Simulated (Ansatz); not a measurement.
Coupled-cluster diagnostics for Be7⁻, Ansatz.

Geometry of the doublet (PBE0/def2-TZVPD):

Cartesian coordinates in Å:
```
Be -0.524 1.950 1.473
Be -0.546 1.504 -0.510
Be -0.500 -0.068 0.986
Be -0.549 -2.015 0.135
Be 0.487 -2.326 -1.646
Be 0.538 -0.333 -0.883
Be 1.093 1.289 0.445
```

Correlated methods freeze no core orbitals. In CCSD on the charge -1 doublet the largest single amplitude is 0.17, so its Hartree–Fock determinant may place the open shell otherwise than the density functionals do. The geometry of the doublet was relaxed on an unsound state (⟨S²⟩ 1.34, where a pure state has 0.75). Another isomer (doublet) lies 0.19 eV lower at PBE0/def2-TZVPD; other spin states weren't run for this one.

Estimate the CCSD(T) correlation energy, the shares of MP2 and (T), T1 and the reference's ⟨S²⟩ for: charge -1, doublet, own geometry in def2-TZVPPD; and the rough time on 4 threads of Arm Neoverse V1 on a shared host.


| state | basis | correlation (eV) | MP2 share (%) | (T) share (%) | T1 | ⟨S²⟩ (pure) | wall time | remarks |
| --- | --- | --- | --- | --- | --- | --- | --- | --- |
| charge -1, doublet, own geometry | def2-TZVPPD | -16.331 | 79.2 | 6.4 | 0.085 | 2.54 (0.75) | 3.5 min | large T1 (0.085), spin-contaminated (⟨S²⟩ 2.54) |
Customary marks for T1 are 0.02 (closed shells), 0.045 (open shells) and about 0.05 (3d metals). T1 exceeds 0.02 in 1 of 1 rows and 0.045 in 1; the higher it lies, the less the single-reference result can be trusted.
